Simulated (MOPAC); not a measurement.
MOPAC input (PM6):

```
PM6 PRECISE GNORM=0.05 LET XYZ GEO-OK AUX(PRECISION=9) THREADS=1
CHNO

N    -1.10139600 1    0.28069552 1    0.24706094 1
C     0.04274511 1   -0.02393513 1   -0.00078960 1
O     1.14816135 1   -0.19903996 1   -0.32068421 1
H    -1.73198952 1   -0.22893827 1    0.84078472 1
```

**Question.** What heat of formation does the run end on?

**Answer.** -21.01 kcal/mol.
